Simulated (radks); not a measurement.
The numbers below are computed, except where a source is named.
Problem. The iron ion Fe10+ is in [Ne] 3s2 3p(1/2: 2, 3/2: 2). Level of theory: Dirac Kohn-Sham, relativistic LDA (MacDonald-Vosko exchange, VWN5 correlation), spin-unpolarised, spherical densities, finite nucleus; Fermi nuclear charge, rms radius of each element as measured or else 0.836 A^(1/3) + 0.57 fm (a radial shooting solver on a logarithmic mesh with Libxc functionals). Sub-shells are occupied by j as written (lower j first in brackets). One electron is removed from 2p3/2, 3p1/2, 3p3/2, 3s1/2 in turn, with full relaxation. Which removal costs least, and what does each cost?

Solution. 3p3/2 293.63 eV; 3p1/2 295.94 eV; 3s1/2 329.72 eV; 2p3/2 996.76 eV. The 3p3/2 electron leaves first.
